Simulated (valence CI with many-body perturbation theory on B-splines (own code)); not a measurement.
## I⁴⁷⁺: calculated level list

Level of theory: relativistic CI+MBPT: four valence electrons over a frozen Dirac-Fock core [He], a basis of 11 s, 11 p, 10 d, 8 f, 5 g, 2 h functions for each j, with the one-electron correlation potential Σ1, the two-electron term Σ2, the three-electron term Σ3, Breit, model QED; selected CI, second order for the rest, scaled by the run's own slope (own B-spline code, finite nucleus).

No measured spectrum was set against this ion. As an estimate, large intervals hold to a few tenths of a per cent, small ones and those within an open d or f shell to about a per cent. Among the levels kept, up to 870 cm⁻¹ of a level comes from second order outside the variational space, and about a tenth of that is noise between levels of different J, which matters for small intervals.

Levels 181 to 208 of 208, with energies above the lowest level, (2s^2 2p1/2^2) J=0. "Leading %" is the weight of the configuration and term that name the level; weights of strongly mixed levels are sums over their largest components and can fall short. In the jj column 3d3/2^4 stands for four electrons in 3d with j = 3/2. Lifetimes count E1, E2, E3, M1 and M2 decay at the calculated energies, and are blank where another channel may lead or the interval is too uncertain; long ones can be off by a factor of two.

| No. | Configuration | Term | J | E (Ry) | Leading % | Lifetime | Leading jj |
| --- | --- | --- | --- | --- | --- | --- | --- |
| 181 | 2s 2p2 3d | 3D | 3 | 435.79 | 79 | 63.4 fs | 2s 2p3/2^2 3d5/2 (95 %) |
| 182 | 2p3 3p | 3P | 2 | 436.03 | 53 | 7.28 fs | 2p1/2 2p3/2^2 3p1/2 (97 %) |
| 183 | 2s 2p2 3d | 3D | 3 | 436.17 | 45 | 2.03 fs | 2s 2p3/2^2 3d5/2 (94 %) |
| 184 | 2s 2p2 3d | 1D | 2 | 436.57 | 53 | 18.0 fs | 2s 2p3/2^2 3d5/2 (93 %) |
| 185 | 2s 2p2 3d | 3P | 1 | 436.74 | 38 | 2.36 fs | 2s 2p3/2^2 3d5/2 (84 %) |
| 186 | 2p3 3p | 3D | 1 | 437.01 | 58 | 10.9 fs | 2p1/2 2p3/2^2 3p1/2 (80 %) |
| 187 | 2s 2p2 3d | 1D | 2 | 437.66 | 45 | 1.40 fs | 2s 2p3/2^2 3d5/2 (89 %) |
| 188 | 2p3 3p | 3P | 0 | 438.95 | 70 | 7.68 fs | 2p1/2 2p3/2^2 3p1/2 (73 %) |
| 189 | 2p3 3p | 5P | 3 | 439.54 | 53 | 9.89 fs | 2p1/2 2p3/2^2 3p3/2 (99 %) |
| 190 | 2p3 3p | 3P | 2 | 439.66 | 38 | 8.81 fs | 2p1/2 2p3/2^2 3p3/2 (98 %) |
| 191 | 2p3 3p | 3P | 0 | 439.93 | 92 | 7.80 fs | 2p1/2 2p3/2^2 3p3/2 (74 %) |
| 192 | 2p3 3p | 1P | 1 | 440.68 | 45 | 8.56 fs | 2p1/2 2p3/2^2 3p3/2 (96 %) |
| 193 | 2p3 3p | 3D | 3 | 441.00 | 68 | 9.85 fs | 2p1/2 2p3/2^2 3p3/2 (99 %) |
| 194 | 2p3 3p | 3F | 4 | 441.06 | 98 | 10.4 fs | 2p1/2 2p3/2^2 3p3/2 (98 %) |
| 195 | 2p3 3p | 3P | 1 | 442.46 | 75 | 9.10 fs | 2p1/2 2p3/2^2 3p3/2 (99 %) |
| 196 | 2p3 3p | 1D | 2 | 443.28 | 51 | 9.66 fs | 2p1/2 2p3/2^2 3p3/2 (99 %) |
| 197 | 2p3 3d | 3D° | 1 | 443.61 | 43 | 21.1 fs | 2p1/2 2p3/2^2 3d3/2 (98 %) |
| 198 | 2p3 3d | 3F° | 2 | 443.70 | 40 | 23.5 fs | 2p1/2 2p3/2^2 3d3/2 (97 %) |
| 199 | 2p3 3d | 5D° | 0 | 443.77 | 52 | 15.2 fs | 2p1/2 2p3/2^2 3d3/2 (97 %) |
| 200 | 2p3 3d | 3G° | 3 | 444.10 | 36 | 13.1 fs | 2p1/2 2p3/2^2 3d3/2 (96 %) |
| 201 | 2p3 3p | 3P | 1 | 444.30 | 49 | 9.10 fs | 2p1/2 2p3/2^2 3p3/2 (99 %) |
| 202 | 2p3 3p | 3D | 2 | 444.48 | 48 | 9.13 fs | 2p1/2 2p3/2^2 3p3/2 (98 %) |
| 203 | 2p3 3d | 3G° | 4 | 445.04 | 63 | 551 fs | 2p1/2 2p3/2^2 3d3/2 (94 %) |
| 204 | 2p3 3d | 5D° | 4 | 445.32 | 50 | 530 fs | 2p1/2 2p3/2^2 3d5/2 (94 %) |
| 205 | 2p3 3d | 3D° | 3 | 445.43 | 53 | 57.7 fs | 2p1/2 2p3/2^2 3d5/2 (97 %) |
| 206 | 2p3 3d | 3D° | 3 | 445.92 | 42 | 2.47 fs | 2p1/2 2p3/2^2 3d3/2 (95 %) |
| 207 | 2p3 3d | 3P° | 2 | 445.92 | 40 | 2.69 fs | 2p1/2 2p3/2^2 3d3/2 (87 %) |
| 208 | 2p3 3d | 3D° | 1 | 446.11 | 37 | 3.67 fs | 2p1/2 2p3/2^2 3d3/2 (53 %) |
